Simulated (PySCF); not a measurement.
Ge¹⁴⁺: ionisation energy

Ge¹⁴⁺ [Ar] (1S) → Ge¹⁵⁺ [Ne] 3s2 3p5 (2P), as a difference of total energies. Calculation: PySCF 2.14, in an even-tempered Gaussian basis (19 s from 1.1 bohr⁻², ratio 2.5; 12 p from 1.4 bohr⁻², ratio 2.5; 5 d from 8.6 bohr⁻², ratio 2.7; 4 f from 13 bohr⁻², ratio 2.7); the spin-free X2C one-electron Hamiltonian (Gaussian nucleus). Correlated levels: outer shells: 1s2 frozen; virtual orbitals above 40 to 60 times the deepest correlated orbital energy dropped. The calculations carry no spin-orbit coupling.

| method | ionisation energy (eV) |
| --- | --- |
| UHF | 528.76 |
| LDA | 530.24 |
| PBE | 530.05 |
| PBE0 | 530.20 |
| r2SCAN | 530.51 |
| revPBE | 530.01 |
| M06-2X | 530.37 |
| MP2 (outer shells) | 529.68 |
| SCS-MP2 (outer shells) | 529.55 |

Task: How much does correlation contribute at MP2 (outer shells)?

Result: 529.68 − (528.76) = 0.92 eV, measured against UHF.

A first-order spin-orbit estimate (lowest level to lowest level, LS coupling) adds -1.918 eV.

Breit and QED terms and the two-electron picture change are absent.

For comparison: 527.9 ± 1.6 eV (semi-empirical (NIST evaluation); NIST Atomic Spectra Database, ionization energies).
